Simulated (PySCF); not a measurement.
PySCF input for CH₄ClFOSi₂, SMILES O=C([SiH2]F)[SiH2]Cl, PBE0-D3(BJ)/def2-SVP. Coordinates come from a PBE0-D3(BJ)/def2-SVP optimisation. This is a generated structure with no PubChem entry under its InChIKey; it may be hypothetical. Other conformers were not sampled.

```python
import numpy as np
from pyscf import gto, scf, dft, df
from pyscf.hessian import thermo

mol = gto.M(
    atom='''
    O     0.08259777   -1.07216787   -2.12215163
    C     0.17933133   -0.63468912   -0.99429398
    Si    1.78136154    0.35221899   -0.53687665
    F     1.86906157    0.41754654    1.08725559
    Si   -1.26093753   -0.86403279    0.28908846
    Cl   -1.59918654    1.03373736    1.04491316
    H     1.70132653    1.73171359   -1.08733996
    H     2.96347279   -0.38322262   -1.05728985
    H    -2.48310309   -1.36595268   -0.39192823
    H    -0.83978550   -1.76312125    1.39974588
    ''',
    basis='def2-SVP',
    charge=0,
    spin=0,
    max_memory=1600,
    verbose=3,
)
mf = dft.RKS(mol, xc='pbe0').density_fit(auxbasis='def2-universal-jkfit')
mf.disp = 'd3bj'
mf.grids.level = 3
mf.conv_tol = 1e-11
mf.max_cycle = 100
mf.kernel()

# analytic Hessian; the response equations are solved on a coarser grid
h, args, fine = mf.Hessian(), (mf.mo_energy, mf.mo_coeff, mf.mo_occ), mf.grids
h.max_memory = max(150, 2.5e-5 * df.make_auxmol(mol, mf.with_df.auxbasis).nao * mol.nelec[0] * (mol.nelec[0] + mol.nao))  # MB; small integral blocks
h1ao = h.make_h1(mf.mo_coeff, mf.mo_occ)
mf.grids = dft.Grids(mol).set(level=1).build(with_non0tab=True)
mo1, mo_e1 = h.solve_mo1(*args, h1ao)
mf.grids = fine
hess = h.hess_elec(*args, mo1, mo_e1, h1ao) + h.hess_nuc()
if mf.do_disp():
    hess += h.get_dispersion()
for i in range(mol.natm):  # the analytic DFT Hessian lacks the response of the grid: restore translational invariance
    hess[i, i] -= hess[i].sum(axis=0)
hess = (hess + hess.transpose(1, 0, 3, 2)) / 2
vib = thermo.harmonic_analysis(mol, hess, imaginary_freq=False)
thermo.dump_normal_mode(mol, vib)
th = thermo.thermo(mf, vib['freq_au'][vib['freq_au'] > 0], 298.15, 101325)
thermo.dump_thermo(mol, th)
g0 = mf.nuc_grad_method().set(verbose=0).kernel()

# dipole derivatives [dipole axis, atom, xyz] from the same response
r, irp = mol.intor('int1e_r'), mol.intor('int1e_irp').reshape(3, 3, mol.nao, mol.nao)
sl, dm0, ok = mol.aoslice_by_atom(), np.array(mf.make_rdm1()), []
dmu = np.einsum('a,xt->xat', mol.atom_charges(), np.eye(3))
for a, (_, _, p0, p1) in enumerate(sl):
    dmu[:, a] += 2 * np.einsum('xtij,ij->xt', irp[:, :, :, p0:p1], dm0.reshape(-1, mol.nao, mol.nao).sum(0)[:, p0:p1])
    for u, c, occ, f in [(mo1, mf.mo_coeff, mf.mo_occ, 4)]:
        dmu[:, a] -= f * np.einsum('tui,xuv,vi->xt', u[a], r, c[:, occ > 0], optimize=True)
L = vib['norm_mode']
ir = 974.8801 * (np.einsum('xat,kat->kx', dmu, L) ** 2).sum(1)       # km/mol
apt = np.einsum('xax->a', dmu) / 3
print('mode   freq/cm-1   IR/(km/mol)')
for k, w in enumerate(vib['freq_wavenumber']):
    print(f'{k + 1:4d} {w:11.2f} {ir[k]:13.3f}')
print('max |gradient| / (hartree/bohr):', abs(g0).max())
print('APT charges:', apt.round(4))
```

Output:

```
converged SCF energy = -1253.73025823241

WARN: DFTD3 does not support analytical Hessian, using finite difference


WARN: Mole.unit (angstrom) is changed to Bohr

Mode                                 0                   1                   2
Irrep
Freq [cm^-1]                       35.0307             48.8198             72.4464
Reduced mass [au]                   6.3464              4.4514             11.5313
Force const [Dyne/A]                0.0046              0.0063              0.0357
Char temp [K]                      50.4014             70.2408            104.2342
Normal mode                   x     y     z       x     y     z       x     y     z
       0   O                 0.07 -0.12  0.02   -0.01 -0.02  0.01    0.03 -0.04  0.04
       1   C                 0.01 -0.03 -0.01   -0.00 -0.01 -0.00    0.01  0.01  0.03
       2  Si                -0.04  0.04 -0.00   -0.06  0.08  0.01    0.02  0.02 -0.02
       3   F                -0.02  0.02 -0.00    0.00 -0.13  0.02    0.15 -0.05 -0.02
       4  Si                -0.05  0.02 -0.07    0.03 -0.02  0.03   -0.03  0.03 -0.02
       5  Cl                 0.06 -0.01  0.06    0.03  0.02 -0.05   -0.09  0.00  0.02
       6   H                -0.10  0.05  0.02   -0.20  0.14  0.19   -0.05  0.04  0.06
       7   H                -0.01  0.10 -0.02   -0.02  0.24 -0.13   -0.00  0.07 -0.15
       8   H                -0.07  0.16 -0.14    0.02 -0.06  0.08    0.00  0.02 -0.08
       9   H                -0.16 -0.09 -0.12    0.06  0.04  0.07   -0.07  0.01 -0.01
Mode                                 3                   4                   5
Irrep
Freq [cm^-1]                      102.7622            264.3438            310.6566
Reduced mass [au]                  10.9454              3.5401              8.6256
Force const [Dyne/A]                0.0681              0.1457              0.4905
Char temp [K]                     147.8519            380.3318            446.9657
Normal mode                   x     y     z       x     y     z       x     y     z
       0   O                -0.01  0.08  0.01   -0.14 -0.00  0.08   -0.13 -0.07 -0.04
       1   C                -0.04 -0.02  0.05    0.05  0.00  0.06   -0.02 -0.02 -0.07
       2  Si                -0.04 -0.00  0.03    0.07  0.04 -0.01   -0.01 -0.00  0.06
       3   F                 0.11  0.07  0.02   -0.04 -0.01 -0.01    0.07  0.05  0.06
       4  Si                -0.07 -0.05 -0.00   -0.01 -0.02 -0.02    0.05  0.03 -0.05
       5  Cl                 0.05 -0.01 -0.05    0.01 -0.02 -0.02   -0.00 -0.01  0.00
       6   H                -0.10 -0.03 -0.02    0.05  0.05  0.02   -0.09  0.00  0.09
       7   H                -0.07 -0.01 -0.04    0.12  0.10  0.02    0.04  0.07  0.06
       8   H                -0.08  0.01 -0.03    0.09  0.12 -0.29    0.04 -0.03  0.02
       9   H                -0.14 -0.06  0.02   -0.30 -0.12  0.01    0.17  0.05 -0.07
Mode                                 6                   7                   8
Irrep
Freq [cm^-1]                      345.1346            424.0565            526.4049
Reduced mass [au]                   2.2488              6.1361              1.8086
Force const [Dyne/A]                0.1578              0.6501              0.2953
Char temp [K]                     496.5719            610.1229            757.3795
Normal mode                   x     y     z       x     y     z       x     y     z
       0   O                -0.01 -0.06  0.05    0.01  0.03  0.09   -0.00  0.02  0.05
       1   C                -0.09  0.15 -0.02    0.00  0.05  0.09   -0.02  0.02  0.05
       2  Si                 0.01  0.04  0.00   -0.09 -0.05 -0.01    0.04 -0.02 -0.01
       3   F                 0.01 -0.01  0.01   -0.00 -0.01 -0.02   -0.02  0.00 -0.01
       4  Si                -0.02 -0.01 -0.01    0.08  0.04 -0.05   -0.05  0.06 -0.02
       5  Cl                 0.02 -0.02 -0.02    0.00 -0.02 -0.01    0.02 -0.05 -0.02
       6   H                 0.45  0.06 -0.00   -0.09 -0.07 -0.06   -0.30 -0.02  0.02
       7   H                -0.18 -0.32  0.05   -0.15 -0.11 -0.05    0.19  0.28 -0.08
       8   H                -0.04 -0.11  0.11    0.15  0.05 -0.19   -0.12 -0.19  0.31
       9   H                 0.17 -0.00 -0.07    0.03 -0.01 -0.08    0.37  0.19 -0.06
Mode                                 9                  10                  11
Irrep
Freq [cm^-1]                      566.1294            645.6502            678.3214
Reduced mass [au]                   4.4912              1.4646              1.4677
Force const [Dyne/A]                0.8481              0.3597              0.3979
Char temp [K]                     814.5342            928.9469            975.9535
Normal mode                   x     y     z       x     y     z       x     y     z
       0   O                -0.01  0.01  0.04   -0.02  0.02 -0.01   -0.02  0.03  0.01
       1   C                 0.00  0.01  0.04    0.05 -0.11  0.03    0.02 -0.12  0.06
       2  Si                 0.01 -0.01 -0.00   -0.02  0.04 -0.00   -0.00  0.04 -0.00
       3   F                -0.01 -0.00 -0.01    0.00 -0.02 -0.00    0.00 -0.02 -0.00
       4  Si                 0.00 -0.10 -0.07   -0.02  0.03 -0.04    0.02  0.01 -0.02
       5  Cl                -0.01  0.09  0.04    0.01 -0.01  0.01   -0.01  0.00 -0.01
       6   H                -0.11 -0.02 -0.03    0.26  0.01 -0.09    0.19 -0.01 -0.16
       7   H                 0.04  0.06 -0.03   -0.14 -0.22  0.07   -0.09 -0.17  0.08
       8   H                 0.00 -0.30  0.08    0.13 -0.38 -0.01   -0.33  0.35  0.37
       9   H                 0.26  0.00 -0.09   -0.02  0.49  0.34    0.22 -0.23 -0.29
Mode                                12                  13                  14
Irrep
Freq [cm^-1]                      715.0215            820.8646            846.0319
Reduced mass [au]                   1.1131              1.2217              2.2635
Force const [Dyne/A]                0.3353              0.4850              0.9546
Char temp [K]                    1028.7568           1181.0414           1217.2515
Normal mode                   x     y     z       x     y     z       x     y     z
       0   O                -0.00  0.01 -0.00    0.01  0.01 -0.02    0.01 -0.00 -0.01
       1   C                 0.01 -0.04  0.02   -0.03 -0.07  0.02   -0.07 -0.02  0.01
       2  Si                 0.02 -0.02 -0.00   -0.01  0.01 -0.02    0.03  0.02 -0.06
       3   F                -0.03  0.04 -0.00    0.01 -0.00  0.02   -0.01 -0.00  0.14
       4  Si                 0.00  0.00 -0.01   -0.03  0.02  0.04    0.01 -0.00 -0.00
       5  Cl                -0.00  0.00  0.00    0.00  0.00 -0.00   -0.00  0.00  0.00
       6   H                 0.17  0.23  0.61    0.23  0.05  0.05   -0.17 -0.13 -0.39
       7   H                -0.27 -0.06 -0.60    0.09  0.09  0.07   -0.17 -0.07 -0.40
       8   H                -0.04  0.02  0.05    0.34 -0.23 -0.44    0.05  0.02 -0.08
       9   H                 0.02 -0.00 -0.02    0.41 -0.25 -0.36   -0.03  0.03  0.04
Mode                                15                  16                  17
Irrep
Freq [cm^-1]                      886.6203            923.0054            939.2781
Reduced mass [au]                   1.7340              2.3263              1.3139
Force const [Dyne/A]                0.8031              1.1677              0.6830
Char temp [K]                    1275.6492           1327.9993           1351.4121
Normal mode                   x     y     z       x     y     z       x     y     z
       0   O                -0.03 -0.01 -0.01   -0.01  0.00  0.02    0.01  0.01 -0.01
       1   C                 0.16  0.05 -0.04    0.11  0.04 -0.02   -0.10 -0.04  0.02
       2  Si                -0.00  0.01  0.01   -0.05 -0.03 -0.07    0.02  0.01  0.02
       3   F                -0.00 -0.00  0.00    0.02  0.01  0.09   -0.00 -0.00 -0.03
       4  Si                -0.04  0.02  0.02   -0.01  0.00 -0.01    0.03  0.03 -0.01
       5  Cl                 0.00 -0.00 -0.00    0.00  0.00  0.00   -0.00  0.00  0.00
       6   H                -0.35 -0.06 -0.09    0.36  0.05  0.06    0.02 -0.02 -0.05
       7   H                -0.30 -0.38 -0.09    0.19  0.27  0.04    0.01  0.05 -0.03
       8   H                 0.05 -0.27  0.06   -0.09 -0.17  0.27    0.08 -0.51  0.27
       9   H                 0.04 -0.24 -0.19   -0.16 -0.10 -0.03   -0.49 -0.38 -0.14
Mode                                18                  19                  20
Irrep
Freq [cm^-1]                      955.4098           1765.3808           2249.8229
Reduced mass [au]                   1.3384             13.0850              1.0332
Force const [Dyne/A]                0.7198             24.0271              3.0812
Char temp [K]                    1374.6219           2539.9900           3236.9943
Normal mode                   x     y     z       x     y     z       x     y     z
       0   O                 0.01  0.01  0.00   -0.01 -0.06 -0.15    0.00 -0.00 -0.00
       1   C                -0.05 -0.02  0.02    0.02  0.08  0.20   -0.00  0.00  0.00
       2  Si                 0.01  0.01 -0.07    0.00  0.00 -0.00    0.00  0.00 -0.00
       3   F                 0.01  0.00  0.05   -0.00 -0.00  0.00    0.00 -0.00  0.00
       4  Si                 0.01  0.00 -0.01   -0.00 -0.00 -0.00    0.00  0.02 -0.02
       5  Cl                -0.00  0.00  0.00    0.00  0.00 -0.00    0.00  0.00 -0.00
       6   H                -0.35  0.19  0.45    0.02 -0.01  0.01    0.01 -0.05  0.02
       7   H                 0.03 -0.36  0.49   -0.00  0.02  0.01   -0.06  0.04  0.03
       8   H                -0.00 -0.03  0.03    0.01  0.01  0.03   -0.30 -0.11 -0.18
       9   H                -0.06 -0.01  0.01   -0.01  0.01 -0.00    0.26 -0.54  0.68
Mode                                21                  22                  23
Irrep
Freq [cm^-1]                     2264.1455           2276.1463           2281.1484
Reduced mass [au]                   1.0310              1.0507              1.0535
Force const [Dyne/A]                3.1140              3.2071              3.2298
Char temp [K]                    3257.6013           3274.8678           3282.0647
Normal mode                   x     y     z       x     y     z       x     y     z
       0   O                 0.00  0.00  0.00   -0.00 -0.00 -0.00   -0.00  0.00  0.00
       1   C                -0.00 -0.00 -0.00    0.00  0.00  0.00    0.00 -0.00 -0.00
       2  Si                 0.01  0.02 -0.02   -0.00 -0.00  0.00    0.02 -0.03 -0.00
       3   F                 0.00  0.00  0.00    0.00  0.00 -0.00    0.00  0.00 -0.00
       4  Si                 0.00 -0.00  0.00    0.03  0.00  0.02   -0.00 -0.00 -0.00
       5  Cl                 0.00 -0.00 -0.00   -0.00 -0.00 -0.00    0.00  0.00  0.00
       6   H                 0.05 -0.76  0.30   -0.01  0.11 -0.04   -0.02  0.49 -0.20
       7   H                -0.42  0.28  0.18    0.03 -0.02 -0.01   -0.65  0.40  0.29
       8   H                -0.06 -0.03 -0.04   -0.75 -0.30 -0.41    0.04  0.02  0.02
       9   H                -0.03  0.07 -0.10   -0.09  0.21 -0.26   -0.00  0.01 -0.01
temperature 298.1500 [K]
pressure 101325.00 [Pa]
Rotational constants [GHz] 2.20663 1.34033 0.95793
Symmetry number 1
Zero-point energy (ZPE) 0.04771 [Eh]   125264.758 [J/mol]
                           tot       elec      trans        rot        vib
Entropy [J/mol/K]       400.866      0.000    170.611    121.833    108.422
Cv [J/mol/K]            118.162      0.000     12.472     12.472     93.219
Cp [J/mol/K]            126.477      0.000     20.786     12.472     93.219
Internal energy [J/mol]                      3718.434   3718.434 140588.466
Internal energy [Eh]   -1253.67388  -1253.73026
Enthalpy [J/mol]                             6197.391   3718.434 140588.466
Enthalpy [Eh]          -1253.67293
Gibbs free energy [J/mol]                  -44670.347 -32606.018 108262.562
Gibbs free energy [Eh] -1253.71846
mode   freq/cm-1   IR/(km/mol)
   1       35.03         3.691
   2       48.82         0.991
   3       72.45         1.421
   4      102.76        16.001
   5      264.34        18.973
   6      310.66         0.077
   7      345.13        15.179
   8      424.06         1.871
   9      526.40         3.317
  10      566.13        49.257
  11      645.65        39.213
  12      678.32        17.639
  13      715.02        14.596
  14      820.86       246.150
  15      846.03        20.640
  16      886.62       152.187
  17      923.01       128.897
  18      939.28        88.947
  19      955.41       126.012
  20     1765.38        91.938
  21     2249.82        82.502
  22     2264.15        66.329
  23     2276.15        84.200
  24     2281.15       104.369
max |gradient| / (hartree/bohr): 3.4854191076977796e-05
APT charges: [-0.5464  0.1878  1.3132 -0.6019  1.1758 -0.4965 -0.2595 -0.2593 -0.2585
 -0.2546]
```

The run converged.
